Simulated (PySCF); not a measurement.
Cd(NH2)(SMe) (CH₅CdNS), SMILES [Cd]([S]C)[NH2].

Coordinates come from a PBE-D3(BJ)/def2-SVP optimisation. The structure was generated by enumeration; whether it is a known compound was not checked. The def2 effective core potentials stand for the cores of Cd; spin–orbit coupling is left out. Other conformers were not sampled.

Calculation: PBE-D3(BJ)/def2-SVP run with PySCF.

Frequencies are harmonic and unscaled.

Computed normal modes with their intensities:
| mode | ν (cm⁻¹) | IR (km/mol) | moving atoms (share of kinetic energy) |
|---|---|---|---|
| 1 | 86 | 3.3 | N 43 %, C 23 %, H 20 %, Cd 13 % |
| 2 | 91 | 3.6 | H 59 %, N 25 %, Cd 10 % |
| 3 | 123 | 4.3 | H 50 %, S 19 %, N 17 %, Cd 14 % |
| 4 | 146 | 24.1 | H 97 % |
| 5 | 173 | 1.7 | C 33 %, Cd 22 %, S 20 %, H 17 % |
| 6 | 332 | 5.2 | S 75 %, Cd 12 %, N 9 % |
| 7 | 509 | 118.7 | N 58 %, H 30 %, Cd 10 % |
| 8 | 596 | 39.5 | H 62 %, N 30 % |
| 9 | 685 | 2.3 | C 59 %, S 31 %, H 9 % |
| 10 | 764 | 11.8 | H 92 % |
| 11 | 921 | 6.8 | H 84 %, C 14 % |
| 12 | 932 | 12.5 | H 82 %, C 16 % |
| 13 | 1283 | 21.8 | H 87 %, C 13 % |
| 14 | 1402 | 5.8 | H 95 % |
| 15 | 1406 | 8.1 | H 95 % |
| 16 | 1482 | 4.1 | H 92 %, N 8 % |
| 17 | 2979 | 27.8 | H 98 % |
| 18 | 3082 | 2.0 | H 90 %, C 10 % |
| 19 | 3084 | 4.5 | H 90 %, C 10 % |
| 20 | 3397 | 5.7 | H 96 % |
| 21 | 3494 | 3.8 | H 92 %, N 8 % |
